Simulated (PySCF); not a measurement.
Compound: C₃H₆O₂Si.
Numbering: `[CH:1]1=[CH:2][O:3][SiH2:4][O:5][CH2:6]1` (hydrogens: H7 on C1; H8 on C2; H9, H10 on Si4; H11, H12 on C6)

The calculation used PySCF 2.14.0, PBE0-D3(BJ)/def2-SVP geometry optimisation, gas phase.

Task: List the bond lengths, angles and torsions at this level.

Result: 
| bond | length (Å) |
| --- | --- |
| C1=C2 | 1.340 |
| C2–O3 | 1.357 |
| O3–Si4 | 1.683 |
| Si4–O5 | 1.653 |
| O5–C6 | 1.412 |
| C1–C6 | 1.500 |
| C1–H7 | 1.093 |
| C2–H8 | 1.094 |
| Si4–H9, Si4–H10 | 1.485 |
| C6–H11, C6–H12 | 1.107 |

Bonds in one row agree within 0.01 Å and their mean is given. A selection of angles:
| angle | degrees |
| --- | --- |
| C2–C1–C6 | 125.4 |
| C2–C1–H7 | 117.6 |
| C6–C1–H7 | 117.0 |
| C1–C2–O3 | 125.9 |
| C1–C2–H8 | 121.6 |
| O3–C2–H8 | 112.5 |
| C2–O3–Si4 | 118.7 |
| O3–Si4–O5 | 105.7 |
| O3–Si4–H9 | 109.2 |
| O3–Si4–H10 | 108.2 |
| O5–Si4–H9 | 109.4 |
| O5–Si4–H10 | 112.4 |
| H9–Si4–H10 | 111.7 |
| Si4–O5–C6 | 122.7 |
| O5–C6–H11 | 107.3 |
| O5–C6–H12 | 109.6 |
| C1–C6–O5 | 114.0 |
| C1–C6–H11 | 109.5 |
| H11–C6–H12 | 106.0 |

Dihedral angles: C6–C1–C2–O3 2° (synperiplanar); C1–C2–O3–Si4 8° (synperiplanar); C2–O3–Si4–O5 -22° (synperiplanar); O3–Si4–O5–C6 33° (synclinal); Si4–O5–C6–C1 -26° (synperiplanar); C2–C1–C6–O5 7° (synperiplanar). The mirror-image conformer, all signs reversed, is as good.

The C–O distances run from 1.357 Å (C2–O3, drawn single) to 1.412 Å (O5–C6, drawn single), a spread of 0.055 Å. Si4 (oxygen-bound silicon) is distorted tetrahedral (angles from 105.7° to 112.4°). O3 (silyl ether oxygen) is bent (angle 118.7°). The 6-membered ring C1–C2–O3–Si4–O5–C6 has internal angles of 105.7° to 125.9°; it is puckered, 0.11 Å rms from its mean plane, widest ring torsion 33°. The 2 C–C bonds span 1.340 Å (C1=C2, drawn double) to 1.500 Å (C1–C6, drawn single), a spread of 0.160 Å. The O–Si distances run from 1.653 Å (Si4–O5, drawn single) to 1.683 Å (O3–Si4, drawn single), a spread of 0.030 Å.

No PBE0-D3(BJ)/def2-SVP frequencies stand behind this structure, so it isn't proved a minimum. The numbers are those of one conformer.
